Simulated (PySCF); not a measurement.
PySCF input file for C₃H₉Ga, SMILES CC[CH2][GaH2], KT2/pcSseg-1. Geometry optimised at PBE0-D3(BJ)/def2-SVP. The structure was generated by enumeration; whether it is a known compound was not checked. The values are those of a single conformer.

```python
import numpy as np
from pyscf import gto, scf, dft
from pyscf.prop.nmr import rks as nmr

mol = gto.M(
    atom='''
    Ga    0.04014557    1.33578228   -0.00000000
    H    -1.00369600    2.51741460    0.00000000
    H     1.58162342    1.67153558    0.00000001
    C    -0.58559108   -0.53588522    0.00000000
    C     0.49235222   -1.61660189    0.00000000
    C    -0.06643962   -3.03262110   -0.00000000
    H    -1.25524957   -0.65297635   -0.87361064
    H    -1.25524958   -0.65297634    0.87361064
    H     1.15143334   -1.48498605   -0.87614389
    H     1.15143333   -1.48498605    0.87614389
    H    -0.69541454   -3.21129491    0.88732158
    H     0.73409225   -3.78903690   -0.00000000
    H    -0.69541453   -3.21129491   -0.88732158
    ''',
    basis='pcSseg-1',
    charge=0,
    spin=0,
    max_memory=1600,
    verbose=3,
)
mf = dft.RKS(mol, xc='kt2')
mf.grids.level = 3
mf.conv_tol = 1e-10
mf.max_cycle = 100
mf.kernel()
n = nmr.NMR(mf)
n.verbose = 2
n.max_cycle_cphf = 60
sigma = n.kernel()
print('atom   isotropic/ppm   span/ppm')
for i, s in enumerate(sigma):
    w = np.linalg.eigvalsh((s + s.T) / 2)
    print(f'{mol.atom_symbol(i):2s}{i + 1:3d} {w.mean():14.3f} {w[2] - w[0]:11.3f}')
```

It prints:

```
converged SCF energy = -2054.5805661945
atom   isotropic/ppm   span/ppm
Ga  1       1033.652     690.943
H   2         24.534      13.699
H   3         24.509      12.612
C   4        153.017      47.686
C   5        157.244      25.684
C   6        161.646      39.216
H   7         30.199       8.392
H   8         30.199       8.392
H   9         29.472      10.266
H  10         29.472      10.266
H  11         30.282       8.590
H  12         29.791      11.576
H  13         30.282       8.590
```

Self-consistency was reached.

Cost: around 60 core-seconds (rough).
